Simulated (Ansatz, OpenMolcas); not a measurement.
## A ladder of methods for AsH2 (SMILES [AsH2])

AsH2: 3 atoms, total charge 0, spin state doublet. As SMILES, `[AsH2]`. The shape is that of a PBE0-D4/def2-TZVP optimisation.

```xyz
3

As   -0.5733    0.3274   -0.2748
H     0.6804    0.7957    0.4591
H    -0.1071   -1.1232   -0.1843
```

Quantity: the vertical ionisation energy (to the singlet cation), in eV. The values are calculated.

```csv
level,kind,program,value (eV),less CCSD(T)/cc-pVTZ
UHF/cc-pVTZ,Hartree–Fock,Ansatz,8.94,-0.43
USVWN5/cc-pVTZ,LDA,OpenMolcas,9.58,+0.21
UBLYP/cc-pVTZ,GGA,Ansatz,9.29,-0.08
UM06-2X/cc-pVTZ,hybrid meta-GGA,OpenMolcas,9.43,+0.06
U-wB97X/cc-pVTZ,range-separated hybrid,Ansatz,9.35,-0.02
RPA@PBE/cc-pVTZ,RPA,Ansatz,9.54,+0.17
RPA@PBE0/cc-pVTZ,RPA,Ansatz,9.53,+0.16
ROCCSD(T)/cc-pVTZ,coupled cluster or CI,OpenMolcas,9.37,0.00
```

ROCCSD(T)/cc-pVTZ is the highest level here, not the true value. All-electron rows without a relativistic Hamiltonian named are non-relativistic. The values span 8.94 to 9.58 eV. In the correlated wave-function rows the outer d shell of As is correlated, in sets not made for it.
